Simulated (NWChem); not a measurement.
**Correlation energy of Br (+1)**

```xyz
1

Br     0.0000     0.0000     0.0000
```
Charge +1, spin multiplicity 3.

The numbers come from NWChem runs, not from measurements.

Basis set: def2-TZVP. Each correlation energy counts from its own Hartree-Fock reference.

The Hamiltonian is non-relativistic. The correlated methods keep 9 core orbitals frozen. No SCF solution was tested for a lower state. Open-shell Hartree-Fock references start from PBE0 orbitals. No row is a measurement; the coupled-cluster row has its own basis-set and correlation limits.

Q: For the correlation energy, UMP2 gives -213.3 mHa and CCSD(T) on UHF gives -231.3 mHa. What do CCSD[T] on UHF, CCSD on UHF give?

A: CCSD[T] on UHF: -231.5 mHa; CCSD on UHF: -225.8 mHa.
